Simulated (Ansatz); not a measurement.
## A barrier at the coupled-cluster level

Start structure (GaAsH$_{6}$S, singlet), relaxed at PBE0-D4/def2-TZVP:

| atom | x (Å) | y (Å) | z (Å) |
| --- | --- | --- | --- |
| Ga1 | -1.0118 | 0.1212 | -1.0183 |
| S2 | 0.7943 | -0.6870 | -2.0911 |
| H3 | -2.1377 | -0.9408 | -0.7879 |
| H4 | -1.2225 | 1.6717 | -1.0624 |
| H5 | 1.5271 | 0.6431 | 1.4499 |
| As6 | 0.2082 | -0.0830 | 1.3665 |
| H7 | 1.3652 | 0.5138 | -2.2740 |
| H8 | 0.7416 | -1.4650 | 1.6449 |
| H9 | -0.2643 | 0.2259 | 2.7725 |

The step: GaH₃S ([SH][GaH2]) + AsH₃ → GaAsH₄ ([GaH2][AsH2]) + H₂S (still joined by a long Ga–S bond); bonds formed: S2–H5; dative contacts that become bonds: Ga1–As6; bonds broken: H5–As6; bonds weakened to dative contacts: Ga1–S2. Computed with Ansatz 0.2.0 (basis: def2-TZVPP and def2-QZVPP); correlated methods freeze the cores. Filled d shells of the heavier atoms are correlated. The def2 sets are not built for correlating such inner shells, so the correlated values are less sure here. Extrapolation: Hartree–Fock as exp(−7.88 √X), correlation as X^−2.97. Energies below are by CCSD(T) at an estimated basis limit (MP2 extrapolated from triple and quadruple zeta, plus CCSD(T) − MP2 in triple zeta).

(1) What are the electronic barrier and the energy of the step, from the start structure to the end structure? (An estimate is asked for; the value comes from the calculation.)

T1 diagnostic: at most 0.013.

Results:

(1) The calculation gives: Barrier 1.184 eV; step energy 0.325 eV (uphill); reverse barrier, their difference, 0.859 eV. Barrier and step energy count from the start structure, the reverse barrier from the end structure.

The saddle point: One imaginary mode of 850i cm⁻¹.
```json
{"pair": "Ga1–As6", "start (Å)": "2.69", "saddle (Å)": "2.62", "end (Å)": "2.44"}
{"pair": "S2–H5", "start (Å)": "3.85", "saddle (Å)": "1.73", "end (Å)": "1.34"}
{"pair": "Ga1–S2", "start (Å)": "2.25", "saddle (Å)": "2.39", "end (Å)": "2.60"}
{"pair": "H5–As6", "start (Å)": "1.51", "saddle (Å)": "1.91", "end (Å)": "3.73"}
```

Zero-point energy (harmonic, PBE0-D4): ZPE is 1.290 eV at the start and 1.205 eV at the saddle, so the barrier goes from 1.184 to 1.100 eV.

Labels in which every atom is bracketed show which atoms are joined, not bond orders.

For scale, one of the runs: CCSD(T)/def2-TZVPP, 222 basis functions, launched by `ansatz run in.yaml --threads 8 --pin off --events-out ev --progress --plain --max-ram 19148MiB`. Time: 82 s of wall clock on 8 CPU threads of an Arm Neoverse V1; the host was shared. Peak host memory: 3.4 GiB.
